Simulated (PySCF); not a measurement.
These 2 structures share the formula C7H11NO. Theory: PBE0-D3(BJ)/def2-SVP geometry optimisation, gas phase in PySCF. One conformer each; no zero-point energy, no entropy. No frequencies were run at this level. Point groups hold within 0.08 Å.

Question: Order them by energy at this level, lowest first, and give relative energies in kcal/mol.
A. `[CH3:1][O:2][C@@H:3]1[CH2:4][CH2:5][CH2:6][C@H:7]1[C:8]#[N:9]` with C1–O2–C3–C4 -171°, O2–C3–C4–C5 -107°, C3–C4–C5–C6 -35°, C4–C5–C6–C7 43°, C5–C6–C7–C8 -161°
B. `[CH2:1]=[C:2]=[CH:3][CH2:4][C:5](=[O:6])[N:7]([CH3:8])[CH3:9]` with C2–C3–C4–C5 -124°, C3–C4–C5–O6 -101°, C4–C5–N7–C8 -179°

Answer: A (0.0), B (17.7).

As drawn, the lower has a C≡N group, which the higher lacks; the higher has a C=O bond, cumulated double bonds and a C(=O)–N unit, which the lower lacks.

| SMILES | E (Eh) | E rel (kcal/mol) | dipole (D) | point group | A, B, C (MHz) |
| --- | --- | --- | --- | --- | --- |
| CO[C@@H]1CCC[C@H]1C#N | -402.56625 | 0.0 | 3.09 | C1 | 1853, 1659, 970.1 |
| C=C=CCC(=O)N(C)C | -402.53799 | 17.7 | 3.50 | C1 | 2824, 985.0, 785.7 |
